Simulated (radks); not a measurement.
Values are calculated unless marked as measured or tabulated.
Charge is removed step by step from the 3p down level of the cerium ion Ce38+, starting from [Ne] 3s2 3p(up 3, down 3) 3d2. Code: a radial shooting solver on a logarithmic mesh with Libxc functionals. Model: scalar-relativistic Kohn-Sham, PBE, spin-polarised, spherical densities, point nucleus; open shells are filled with parallel spins first (spin-orbit coupling, left out, can overturn this in heavy ions).

[
 {"removed (e)": "0", "E - E(0) (eV)": "0.000", "eigenvalue (eV)": "-2884.5", "E minus straight line (eV)": "0.000"},
 {"removed (e)": "0.25", "E - E(0) (eV)": "723.52", "eigenvalue (eV)": "-2906.2", "E minus straight line (eV)": "-8.118"},
 {"removed (e)": "0.5", "E - E(0) (eV)": "1452.5", "eigenvalue (eV)": "-2927.8", "E minus straight line (eV)": "-10.821"},
 {"removed (e)": "0.75", "E - E(0) (eV)": "2186.8", "eigenvalue (eV)": "-2949.4", "E minus straight line (eV)": "-8.113"},
 {"removed (e)": "1", "E - E(0) (eV)": "2926.5", "eigenvalue (eV)": "-2971.0", "E minus straight line (eV)": "0.000"}
]

Removing the whole electron costs 2926.5 eV by Delta-SCF, against 2884.5 eV from minus the eigenvalue at the starting occupation. Slater's transition state (half an electron removed) gives 2927.8 eV. Integrating minus the eigenvalue over the occupation (Janak's theorem) gives 2927.8 eV. In this scalar-relativistic scheme the density is built from large components alone, so the theorem holds only approximately. The mean slope of the eigenvalue, de/dn, is 86.5 eV per electron.
